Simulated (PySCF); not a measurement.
C₂Si, neutral, multiplicity 1. Atoms are numbered in the order given.

```xyz
3

Si     0.0000     0.0000     1.0747
C      0.0000     0.0000    -0.6149
C      0.0000     0.0000    -1.8927
```
Charge 0, spin multiplicity 1.

Geometry optimised at PBE0-D3(BJ)/def2-TZVP. A frequency run showed that this geometry is not a minimum.

Level of theory: PySCF with TDA-M06-2X/def2-TZVPD.

Vertical excitations; the highest root listed may be one member of a degenerate set. Gas-phase values at a fixed geometry. State labels are in the subgroup C2v.

```tsv
state	symmetry	energy (eV)	λ (nm)	f	main pairs
S1	A2	3.04	408	0.000	HOMO−2→LUMO+1 49 %, HOMO−1→LUMO 49 %
S2	B2	3.13	397	0.027	HOMO→LUMO+1 (degenerate set)
S3	B1	3.13	397	0.027	HOMO→LUMO (degenerate set)
S4	A2	3.42	363	0.000	HOMO−1→LUMO, HOMO−2→LUMO+1 (degenerate set)
S5	A1	3.42	362	0.000	HOMO−2→LUMO, HOMO−1→LUMO+1 (degenerate set)
S6	B2	5.31	233	0.039	HOMO−3→LUMO+1 (degenerate set)
S7	B1	5.31	233	0.039	HOMO−3→LUMO (degenerate set)
S8	A1	6.52	190	0.760	HOMO−1→LUMO+1 39 %, HOMO−2→LUMO 39 %, HOMO→LUMO+3 8 %
S9	A2	7.31	170	0.000	HOMO−2→LUMO+5 44 %, HOMO−1→LUMO+4 44 %
S10	A1	7.49	166	0.013	HOMO→LUMO+2 79 %, HOMO→LUMO+3 14 %
T1	B2	2.31	536	0	HOMO→LUMO+1 (degenerate set)
T2	B1	2.31	536	0	HOMO→LUMO (degenerate set)
T3	A1	2.53	489	0	HOMO−2→LUMO 48 %, HOMO−1→LUMO+1 48 %
T4	A2	3.02	410	0	HOMO−2→LUMO+1 49 %, HOMO−1→LUMO 49 %
```
Triplets are in the Tamm–Dancoff approximation.
